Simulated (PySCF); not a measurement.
C2H7OSi, SMILES C[SiH](C)[O], multiplicity 2.

Geometry optimised at B3LYP-D3(BJ)/def2-SVP. The isomer is the one that the SMILES or the coordinates give; other isomers of the formula were not compared.

Two levels are set side by side: PBE/def2-TZVP (PySCF) and M06-2X/def2-TZVP (PySCF). Same geometry, gas phase. Differences are taken from unrounded values.

```csv
quantity,PBE
α-spin orbital gap (eV),6.99
β-spin orbital gap (eV),0.64
dipole moment (D),2.65
mean polarisability (bohr³),61.5
```

Question: These are the PBE values. What does M06-2X give? (Estimate from the structure and the level; the computed values follow.)

Answer: 
```tsv
quantity	M06-2X	PBE minus M06-2X
α-spin orbital gap (eV)	11.67	-4.68
β-spin orbital gap (eV)	6.80	-6.16
dipole moment (D)	2.13	0.52
mean polarisability (bohr³)	54.2	7.3
```

Loosely held outer electrons make PBE densities more polarisable. Differences between two approximate levels are no errors against the true value.

Rough cost on one machine, each run with all the roots and properties that it gave: M06-2X against PBE about 2 times.
